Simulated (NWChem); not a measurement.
CuH; SMILES [CuH]

Program: NWChem. Pople sets run with spherical d functions. B3LYP is NWChem's, with the RPA form of VWN correlation. Each level has its own optimisation; frequencies are unscaled.

| level | r Cu–H (Å) | highest harmonic frequency (cm⁻¹) | zero-point energy (kcal/mol) | dipole (D) |
|---|---|---|---|---|
| LDA (Slater exchange, VWN5)/def2-SVP | 1.441 | 1950 | 2.8 | 2.06 |
| PBE/def2-SVP | 1.463 | 1874 | 2.7 | 2.23 |
| Hartree-Fock/3-21G | 1.390 | 1996 | 2.9 | 3.00 |
| BP86/def2-TZVP | 1.473 | (withheld) | 2.7 | (withheld) |
| B3LYP/6-31G* | 1.421 | 2105 | 3.0 | 2.37 |

### Question
Fill in the missing entries.

### Answer

- BP86/def2-TZVP, highest harmonic frequency (cm⁻¹): 1902
- BP86/def2-TZVP, dipole (D): 2.17
